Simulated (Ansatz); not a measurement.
Program: Ansatz. Geometries: PBE0-D4/def2-TZVP. ΔE: electronic, gas phase. CCSD(T)/CBS adds triple-zeta CCSD(T) − MP2 to the extrapolated MP2 energy (def2 sets, frozen cores). This one scheme is used for every species. Functionals use def2-TZVPP. For Se outer-core shells are correlated without core-valence functions, which leaves a few kJ/mol of doubt a bond. Scalar relativity is left out up to krypton. One conformer a species, not always the lowest.

Reaction (substitution at a C–Si bond): `C=C[Si](O)(Cl)Cl` + `OC[SeH]` → `C=C[Se]CO` + `O[SiH](Cl)Cl`

| level | ΔE (eV) |
| --- | --- |
| PBE0-D4 | 0.43 |
| r2SCANh-D4 | 0.43 |
| r2SCAN0-D4 | 0.45 |
| CAM-B3LYP-D4 | 0.47 |
| MP2/def2-SVP | 0.48 |
| SCS-MP2/def2-TZVPP | 0.38 |
| SCS-MP2/def2-QZVPP | 0.39 |
| HF/CBS(def2) | 0.49 |

Task: What does CCSD(T)/CBS give? (Best estimate.)

Result: The calculation gave: +0.43 eV. The listed levels differ from it by 0.00, 0.00, 0.02, 0.04, 0.05, -0.05, -0.04, 0.06 eV.

Largest T1 diagnostic among the species: 0.011.

At CCSD(T), def2-SVP lies +0.07 eV from the extrapolated value and def2-TZVPP −0.01 eV. Leaving LDA and LC-ωPBE aside and taking each functional with its dispersion term where it has one, the values, not all of them listed here, spread over 0.10 eV, from PBE-D4 to BHLYP-D4.
